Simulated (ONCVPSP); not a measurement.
**neodymium: one change to an ONCV potential, before and after**

ONCVPSP 4.0.1 input, shortened (lines: element, Z, core and valence counts, functional; n l f; lmax; l rc ep ncon nbas qcut; lloc lpopt rc5 dvloc0; l nproj debl; icmod fcfact rcfact), PBE, scalar-relativistic:

```
  Nd 60.00   10    4        4      upf
    1    0    2.00
    2    0    2.00
    2    1    6.00
    3    0    2.00
    3    1    6.00
    3    2   10.00
    4    0    2.00
    4    1    6.00
    4    2   10.00
    4    3    3.00
    5    0    2.00
    5    1    6.00
    5    2    1.00
    6    0    2.00
    2
    0    2.50    0.00    4    9    4.40
    1    1.65    0.00    4    8    5.00
    2    1.65    0.00    4    8    5.40
    2    5    1.65    0.00
    0    2    0.70
    1    2    3.80
    2    0    0.90
    3    2.50    1.65
```

Change: s: rc 2.94.

Cutoffs: the cutoffs (Ha) at which the residual kinetic energy of the hardest occupied pseudo-wave falls to 1 and 0.1 mHa per electron; they do not see the model core or the augmentation charge, which bear on the density cutoff. Errors are all-electron minus pseudo energies relative to the spin-unpolarised reference configuration.

Problem. How do hardness, ghosts and transferability respond?

Solution. The potential gets neither clearly harder nor softer (24 Ha and 70 Ha → 24 Ha and 70 Ha); a bound ghost appears in s, which as a rule spoils a file; of the 4 tests that both files solve, the error grows in 3 and shrinks in 0 by more than 15 % and 0.3 meV (median size 15.7 → 18.7 meV). More of the atom is replaced by a form fitted at one configuration, so other configurations suffer.

| quantity | base | changed |
| --- | --- | --- |
| cutoff, loose | 24 Ha | 24 Ha |
| cutoff, tight | 70 Ha | 70 Ha |
| loose cutoff by channel | s 6.4 Ha, p 24 Ha, d 7.2 Ha | s 3.4 Ha, p 24 Ha, d 7.2 Ha |
| bound ghosts | none | s |
| GHOST(+) flags under 300 eV | none | none |
| error for 5s2 5p6 5d1 6s1, meV [ΔE 6.26 eV] | -2.5 | -3.4 |
| error for 5s2 5p6 5d1 6s0, meV [ΔE 17.70 eV] | -13 | -16 |
| error for 5s2 5p6 5d0 6s0, meV [ΔE 37.20 eV] | -98 | -97 |
| error for 5s2 5p6 5d2 6s0, meV [ΔE 6.70 eV] | -18 | -22 |
| p: phases at 1.67 bohr within 0.05 rad from the reference energy up to (Ha; the scan ends near 5) | to the end of the scan | to the end of the scan |
| d: phases at 1.67 bohr within 0.05 rad from the reference energy up to (Ha; the scan ends near 5) | 3.7 | 3.7 |
| rms error of d²Exc/dni dnj with the model core, mHa | 1.36 | 1.57 |

 A true bound ghost makes a file unfit for plane-wave use even where its test errors are small: the radial tests pick states by their node count and pass the ghost by.
